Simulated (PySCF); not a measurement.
## Property card for `C[C@@H](F)C(=S)C(F)(F)F`

C4H4F4S.
Cartesian coordinates in Å at the GFN2-xTB level; atoms count from 1:
```xyz
13
C4H4F4S angstrom
C     -1.5589    0.7334    0.0878
C     -0.7617   -0.5709    0.0093
F     -0.6705   -0.9646   -1.3020
C      0.6047   -0.3901    0.6042
S      0.8833   -0.4362    2.1907
C      1.7337   -0.1022   -0.3723
F      2.8477    0.2932    0.2471
F      2.0546   -1.1805   -1.0961
F      1.4058    0.8737   -1.2317
H     -2.5391    0.5709   -0.3522
H     -1.6691    1.0339    1.1252
H     -1.0473    1.5139   -0.4701
H     -1.2879   -1.3739    0.5423
```

Some functional groups and rings: thiocarbonyl, CF3 group and C–F bond.

**GFN2-xTB geometry**

* Point group of the GFN2-xTB geometry: C1
* Rotational constants A, B, C of the GFN2-xTB geometry: 1.567, 1.378, 0.943 GHz

From CAM-B3LYP/def2-SVPD ground state and vertical TDDFT (core frozen in the response) (PySCF):

* Dipole moment: 2.80 D
* HOMO energy: -8.94 eV
* LUMO energy: -2.32 eV
* HOMO–LUMO gap: 6.62 eV
* Lowest singlet excitation: 2.26 eV (548 nm, f = 0.000)
* Strongest line among the 8 lowest singlet transitions: S2 at 5.56 eV (223 nm, f = 0.176)
* Lowest triplet excitation (Tamm–Dancoff): 1.74 eV
* Static isotropic polarisability: 71.1 au
* Electronic spatial extent ⟨r²⟩ about the centre of nuclear charge: 1253 bohr²

Monoisotopic mass (most abundant isotopes): 159.9970 u.

The largest Löwdin shares of the HOMO are 0.73 on S5 and 0.12 on C4. 1 of the 8 computed singlets lies in the visible range (750 to 380 nm, 1.65 to 3.26 eV), with an oscillator strength of 0.000. The polarisability is 10.54 Å³ as a volume (1 au = 0.148185 Å³), or 0.89 au for each of the 80 electrons. The vertical singlet–triplet gap S1 − T1 is 0.52 eV (TDDFT singlet less Tamm–Dancoff triplet; S1: HOMO→LUMO, weight 0.99; T1: HOMO→LUMO, weight 0.99). With B = h/(8π²I), that is 505.379 GHz u Å² over I, the principal moments of inertia are 322.4, 366.8 and 535.9 u Å² (most abundant isotopes); the inertial defect Ic − Ia − Ib is -153.3 u Å² (zero for a rigid planar frame, negative otherwise). In atomic units the dipole is 1.10 e·bohr (1 au = 2.5417 D). A dipole of 2.80 D is allowed in C1, and pure rotational transitions are dipole-allowed.

One conformer (not necessarily the lowest) at the GFN2-xTB geometry, without solvent, vibrations or thermal averaging.

For the TDDFT job (CAM-B3LYP/def2-SVPD), the run took 91 s wall on one thread, Arm Neoverse N1, on a shared host.
